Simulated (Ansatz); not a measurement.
A correction line for PBE-D4/def2-TZVPP: atomisation energy

The atomisation energy (no zero-point term) in kJ/mol of 7 molecular compounds of Si: x at PBE-D4/def2-TZVPP, y at CCSD(T)/CBS estimate. Shapes, held fixed at every level: PBE0-D4/def2-TZVP. Flexible molecules stand in one conformer, not always the lowest. Programs: Ansatz 0.2.0.

```
                      molecule  x (kJ/mol)  y (kJ/mol)
                      Si(OH)Cl        1436        1412
    CH3ClSSi (SMILES CS[Si]Cl)        2442        2381
 Si2H4SO (SMILES [SiH3]O[Si]S)        2656        2664
    C2H6S2Si (SMILES CS[Si]SC)        3964           ?
   C2H7NSi (SMILES CN(C)[SiH])        4019        3946
      C2H7NSi (SMILES CC[Si]N)        4102        4035
C2H6ClNSi (SMILES CN(C)[Si]Cl)        4151        4057
```

Problem. Fit y = c + s·x to the known rows and predict y for C2H6S2Si.

Solution. 
1. Means of the 6 rows: x = 3134.33, y = 3082.5.
2. Σ(Δx)² = 6345089, Σ(Δx·Δy) = 6199274, so the slope is 6199274/6345089 = 0.97702.
3. Intercept: 3082.5 − (0.97702) × 3134.33 = 20.2. The largest residual of the fit is 49.
4. C2H6S2Si: 20.2 + 0.97702 × 3964 = 3893 kJ/mol.

CCSD(T)/CBS estimate gives 3872 kJ/mol, so the prediction is off by +21 kJ/mol, within the largest residual. Uncorrected, PBE-D4/def2-TZVPP misses C2H6S2Si by +92 kJ/mol, and the other rows by 54 on average. The line removes about 75 % of this miss. Left out in turn, the other rows are missed by 27 kJ/mol on average, so much of the error is systematic among these molecules. The CBS estimate extrapolates MP2 from def2-TZVPP and def2-QZVPP and adds CCSD(T) − MP2 in the triple-zeta set, cores frozen.
